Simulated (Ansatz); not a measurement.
Mulliken charges of H4O3SZr, SMILES `[OH][Zr]([OH])([OH])[SH]` from B3LYP/def2-TZVPP in Ansatz (PBE0-D4/def2-TZVP geometry).

```
atom   x (Å)   y (Å)   z (Å)  charge (e)
  O1  -0.633   1.855  -0.635      -0.519
 Zr2  -0.051   0.132  -0.043       1.325
  O3  -0.095  -1.192  -1.430      -0.521
  O4  -1.093  -0.492   1.441      -0.523
  S5   2.298   0.473   0.676      -0.402
  H6  -1.013   2.572  -1.136       0.182
  H7  -0.301  -1.955  -1.961       0.181
  H8  -1.606  -0.545   2.241       0.181
  H9   2.493  -0.848   0.848       0.097
```

Task: By hand: the dipole of these point charges (1 e Å = 4.8032 D).

Result: Σ q r = (-0.329, -0.166, -0.082) e Å, of length 0.378 e Å = 1.82 D.

Task: How does the dipole of the full density compare? (An estimate is asked.)

Result: Computed: (-0.663, -0.188, -0.171) e Å, 3.41 D; the point charges give 0.53 times that, at 11° from its direction.

Point charges leave out the atoms' own dipoles, such as those of lone pairs, and Mulliken's split depends on the basis, so the two needn't agree.

B3LYP here is the variant with VWN-RPA as its local correlation; programs differ in this.
